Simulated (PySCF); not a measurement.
HOS, SMILES O[S], multiplicity 2. Atoms are numbered in the order given.

```xyz
3

O     -0.1187    -1.0212     0.0000
S      0.0114     0.5985     0.0000
H      0.7670    -1.4064     0.0000
```
Charge 0, spin multiplicity 2.

Geometry: PBE0-D3(BJ)/def2-TZVPD.

The numbers are results of PBE0-D3(BJ)/def2-TZVPD in PySCF 2.14.0, not measurements.

Frequencies are harmonic and unscaled.

```json
[
 {"mode": "1", "ν (cm⁻¹)": "884", "IR (km/mol)": "78.0", "moving atoms (share of kinetic energy)": "O 66 %, S 33 %"},
 {"mode": "2", "ν (cm⁻¹)": "1178", "IR (km/mol)": "49.0", "moving atoms (share of kinetic energy)": "H 93 %"},
 {"mode": "3", "ν (cm⁻¹)": "3789", "IR (km/mol)": "103.9", "moving atoms (share of kinetic energy)": "H 94 %"}
]
```
